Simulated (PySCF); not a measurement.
Correlation energy of Al (aluminium, neutral)

[Ne] 3s1 3p2, high-spin 4P determinant (an excited configuration). Computed with PySCF 2.14 in dyall-av2z (13s9p2d, 50 functions), with no relativity, point nucleus. Frozen: [Ne]; 3 electrons correlated; the 15 highest virtual orbitals of each spin left out.

| level | correlation energy (mhartree) |
| --- | --- |
| CCSD | -12.57 |
| (T) | -0.05 |
| CCSD(T) | -12.62 |
| CCSDT | -12.65 |
| FCI | -12.65 |

Diagnostics: T1 = 0.0040, D1 = 0.0080, largest double amplitude 0.054, weight of the Hartree-Fock determinant in FCI 0.9817 (4060 determinants).

Question: Is a single reference adequate?

Answer: Yes: T1 lies below 0.03 and no double amplitude reaches 0.07.
